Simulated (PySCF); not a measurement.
Species: C₄H₁₁NSi.
SMILES: `[SiH3]NCC1CC1`

A linear-response calculation (PySCF, def2-SVPD basis, gas phase, vertical, core orbitals frozen in the response) gave these numbers; the functional is withheld.

Orbital energies (eV): HOMO-3 -10.88, HOMO-2 -9.88, HOMO-1 -9.63, HOMO -8.12, LUMO 1.20, LUMO+1 1.70, LUMO+2 1.76.

| state | E (eV) | f | main configurations (H = HOMO, L = LUMO) |
| --- | --- | --- | --- |
| S1 | 5.96 | 0.0066 | H→L (87%), H→L+1 (10%) |
| S2 | 6.98 | 0.0065 | H→L+1 (35%), H→L+5 (31%), H→L+3 (20%) |
| S3 | 7.05 | 0.0029 | H→L+3 (56%), H→L+4 (14%), H→L+5 (10%) |
| S4 | 7.13 | 0.030 | H→L+1 (44%), H→L+5 (27%), H→L+4 (13%) |
| S5 | 7.40 | 0.025 | H→L+2 (62%), H→L+7 (12%), H→L+5 (10%) |
| S6 | 7.64 | 0.033 | H→L+6 (35%), H→L+4 (27%), H→L+5 (14%) |

Triplets (Tamm–Dancoff): T1 5.66 eV, H→L (77%), H→L+1 (16%); T2 6.76 eV, H→L+1 (45%), H→L+5 (18%), H→L+3 (10%); T3 6.90 eV, H→L+3 (38%), H→L+5 (26%), H→L+4 (17%); T4 6.94 eV, H→L+3 (28%), H→L+5 (27%), H→L+1 (21%).

Vertical ionisation energy by ΔSCF with the same functional: 8.82 eV. Mean static polarisability: 82.3 au.

Task: Which of these was used?
A. HF
B. PBE
C. B3LYP
D. CAM-B3LYP

Result: D. CAM-B3LYP is range-separated, 19% exact exchange at short range and 65% at long range (ω = 0.33 bohr⁻¹). In this run −ε(HOMO) = 8.12 eV differs from the ΔSCF value by -0.70 eV, and S1 differs from the orbital gap of 9.32 eV by -3.36 eV. The ratio −ε(HOMO)/IP is 0.92. Usual ranges for neutral molecules in this basis: 0.85 to 0.93 with CAM-B3LYP, 0.5 to 0.7 with PBE, 0.67 to 0.83 with B3LYP; with Hartree–Fock the ratio is 1 or more (Koopmans' value less the relaxation energy is the ΔSCF value).

Theory: TDDFT CAM-B3LYP/def2-SVPD, vertical, gas phase, core orbitals frozen in the response in PySCF. Isolated species at its PBE0-D3(BJ)/def2-SVP geometry (one conformer only).

The values belong to the conformer `[SiH3:1][NH:2][CH2:3][CH:4]1[CH2:5][CH2:6]1`: Si1–N2–C3–C4 144°, N2–C3–C4–C5 -150°.
